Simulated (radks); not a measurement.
The antimony ion Sb2+ inside a hard spherical wall (all orbitals vanish at R), configuration held at [Kr] 4d10 5s2 5p1 and not refilled when levels cross. All-electron calculation, scalar-relativistic Kohn-Sham, LDA (Slater exchange, Perdew-Wang correlation), spin-polarised, spherical densities, finite nucleus; open shells are filled with parallel spins first (spin-orbit coupling, left out, can overturn this in heavy ions); Fermi nuclear charge, rms radius 4.6802 fm. Program: a radial shooting solver on a logarithmic mesh with Libxc functionals. Eigenvalues in eV for spin up, with the zero of energy where the potential of the charges vanishes at infinity; a dash marks a level that is unbound or too diffuse for the functional's potential to be trusted. A positive occupied level is held by the wall or, in an anion where self-interaction has pushed it up, behind a barrier. The pressure on the wall is -dE/dV.

R (bohr)  E (hartree)  kinetic (hartree)    e(4p)    e(4d)    e(5s)    e(5p)  e(6s, empty)  e(5d, empty)  pressure (GPa)
free      -6474.88329           6769.934  -120.15  -52.041  -30.144  -20.753        -9.873        -9.819               0
20        -6474.88329           6769.934  -120.15  -52.041  -30.144  -20.753        -9.873        -9.819        < 0.0001
15        -6474.88329           6769.934  -120.15  -52.041  -30.144  -20.753        -9.873        -9.819        < 0.0001
8         -6474.88324           6769.935  -120.15  -52.038  -30.141  -20.750        -9.475        -9.708         0.00419
7         -6474.88286           6769.940  -120.13  -52.020  -30.128  -20.730        -8.769        -9.479          0.0417
6         -6474.88011           6769.969  -120.03  -51.930  -30.057  -20.616        -6.876        -8.806           0.407
5         -6474.86116           6770.125  -119.61  -51.526  -29.704  -20.038        -1.725        -6.837            3.95
3         -6473.88645           6774.988  -112.47  -44.710  -19.100   -5.060        60.566        19.858             518
2.5       -6472.04850           6782.855  -104.88  -37.171   -2.980   15.297        123.21        48.413            2340
2         -6465.64179           6808.315  -86.731  -17.739   44.343   70.712        266.07        115.97           13800
1.5       -6437.20821           6908.789  -31.725   44.824   210.05   249.82        656.95        307.50          121000
